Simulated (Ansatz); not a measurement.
System: InCl$_{2}$, charge 1, multiplicity 1. It need not be the lowest isomer of its formula. SMILES: [Cl][In+][Cl]
Coordinates optimised at B3LYP-D3(BJ)/def2-TZVP (Ansatz, a first-principles code):
```xyz
3

In     0.0000     0.0000     0.0000
Cl     0.0000     0.0000     2.2242
Cl     0.0000     0.0000    -2.2242
```
Charge +1, spin multiplicity 1.

Computed values are from Ansatz. Valence correlation only, unless marked. Open shells are spin-unrestricted. No spin-orbit coupling. The frozen core is the preceding noble-gas configuration, with the filled d and f shells of earlier blocks. In def2 rows, elements after Kr have scalar-relativistic effective core potentials. CBS marks a two-point X^-3 extrapolation of the correlation energy; Hartree-Fock from the larger set. The bracket is a focal-point correction in the basis named.

What is the total energy at CCSD(T)/CBS(def2-TZVPPD,def2-QZVPPD)?

-1108.6227 Eh.

What is the vertical electron affinity (to the doublet; negative means unbound) at RI-MP2/CBS(def2-TZVPPD,def2-QZVPPD)+[CCSD(T)-MP2]/def2-TZVPPD?

6.87 eV.

What is the T1 diagnostic at CCSD/def2-QZVPPD?

0.009.

What is the vertical ionisation energy (to the doublet) at RI-MP2/CBS(def2-TZVPPD,def2-QZVPPD)+[CCSD(T)-MP2]/def2-TZVPPD?

17.78 eV.
